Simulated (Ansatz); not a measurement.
A nudged elastic band was laid between two geometries of CH6FNOSi (11 atoms, charge 0, multiplicity 1).

Theory: RKS B3LYP-D4/def2-mTZVP in Ansatz.

- movable images: 5
- climbing image: yes
- spring: 5.0 eV/Å²
- optimiser: quadratic models (default)
- start path: through a guess of the saddle point
- force threshold: 0.05 eV/Å
- iteration limit: 60
- end points: relaxed

Initial state:

```xyz
11
Properties=species:S:1:pos:R:3
N -0.131 -1.360 1.556
C 0.301 -0.721 0.383
F -0.159 -1.395 -0.806
O -0.196 0.559 0.346
Si -0.068 1.578 -0.976
H -1.140 -1.294 1.649
H 0.155 -2.333 1.573
H 1.388 -0.758 0.293
H -1.071 1.261 -2.015
H -0.309 2.931 -0.436
H 1.297 1.475 -1.548
```

Final state:

```xyz
11
Properties=species:S:1:pos:R:3
N -0.023 -1.126 1.477
C 0.269 -0.813 0.136
F -0.227 -1.728 -0.775
O -0.385 0.409 -0.207
Si 0.457 1.623 -1.719
H -0.972 -1.477 1.577
H 0.629 -1.801 1.860
H 1.340 -0.726 -0.042
H -0.950 1.905 -2.219
H 0.401 2.737 -0.670
H -0.474 0.939 0.601
```

**Question.** What changes between the two ends?

**Answer.** Bonds broken: Si5–H11. Bonds formed: O4–H11.

**Question.** Give the energies along the band, and the barrier.

**Answer.** The run converged. The highest image is number 3 of 0 to 6, 3.50 eV above the first end and 0.95 eV above the last; the last end lies 2.55 eV above the first. Neighbouring images differ by up to 3.4 eV, so the band resolves the path poorly. A vibrational analysis at the climbing image gives one clearly imaginary mode, 1558i cm⁻¹: a first-order saddle point. The orbitals stay closed-shell, which can raise the energy where a bond breaks towards radicals; this wasn't checked here.

```csv
image,path coordinate (Å),energy (eV),Si5–H11 (Å),O4–H11 (Å)
0,0.00,0.00,1.48,2.58
1,1.33,0.03,1.48,2.58
2,2.66,0.08,1.47,2.50
3,3.99,3.50,1.67,1.25
4,5.30,2.61,2.58,0.97
5,6.61,2.59,2.60,0.97
6,7.92,2.55,2.59,0.97
```

**Question.** What is the geometry of the highest image?

**Answer.** 
```xyz
11
Properties=species:S:1:pos:R:3:forces:R:3
N 0.236 -1.345 1.427 0.00 0.00 0.00
C 0.089 -0.724 0.174 0.00 -0.01 0.00
F -1.074 -1.134 -0.519 0.00 0.00 0.00
O -0.046 0.655 0.358 -0.01 0.00 0.00
Si 0.212 1.897 -1.133 0.00 0.00 0.00
H -0.530 -1.093 2.046 0.00 0.00 0.00
H 0.284 -2.355 1.337 0.00 0.00 0.00
H 0.920 -0.977 -0.489 0.00 0.00 0.00
H 0.017 1.010 -2.320 0.00 0.00 0.00
H -1.050 2.693 -1.076 0.00 0.00 0.00
H 1.008 1.316 0.216 0.00 0.00 0.00
```

The run took 120 s on 2 threads of AMD EPYC 9B45 (Zen 5), with other jobs on the host, peak memory 0.29 GiB.
